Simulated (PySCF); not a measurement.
## Electron correlation in Cr¹¹⁺ (chromium, charge +11)

[Ne] 3s2 3p1, 2P determinant. Computed with PySCF 2.14 in an even-tempered Gaussian basis (17 s from 0.49 bohr⁻², ratio 2.5; 11 p from 0.64 bohr⁻², ratio 2.5; 5 d from 3.8 bohr⁻², ratio 2.7; 4 f from 5.7 bohr⁻², ratio 2.7), with no relativity, point nucleus. Frozen: 1s2; 11 electrons correlated; the 17 highest virtual orbitals of each spin left out.

| level | correlation energy (mhartree) |
| --- | --- |
| CCSD | -430.84 |
| (T) | -2.82 |
| CCSD(T) | -433.66 |

Diagnostics: T1 = 0.0029, D1 = 0.0123, largest double amplitude 0.092.

Task: Is a single reference adequate?

Result: Mostly. T1 lies below 0.03, but a double amplitude of this size points to a near-degeneracy that CCSD handles and MP2 describes poorly.
